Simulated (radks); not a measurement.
Q: The mean radii <r> (bohr) of the occupied orbitals of an atom or ion are listed with their occupations. Calculated with a radial shooting solver on a logarithmic mesh with Libxc functionals: scalar-relativistic Kohn-Sham, exchange-only B88, spin-unpolarised, spherical densities, finite nucleus; Fermi nuclear charge, rms radius of each element as measured or else 0.836 A^(1/3) + 0.57 fm.

| orbital | occ. | <r> |
|---|---|---|
| 1s | 2 | 0.06090 |
| 2s | 2 | 0.2795 |
| 2p | 6 | 0.2471 |
| 3s | 2 | 0.8337 |
| 3p | 6 | 0.8715 |
| 3d | 3 | 0.9712 |

Name the element and its charge.

A: Z = 25, manganese, charge +4: Mn4+ in [Ar] 3d3. The 1s radius gives Z: for a bare nucleus <r> = (2 gamma + 1)/(2Z) with gamma = sqrt(1 - (Z/c)^2), 0.05933 bohr for Z = 25, and screening makes it slightly larger (0.06090 here). The occupations add up to 21, and the charge is Z minus that.
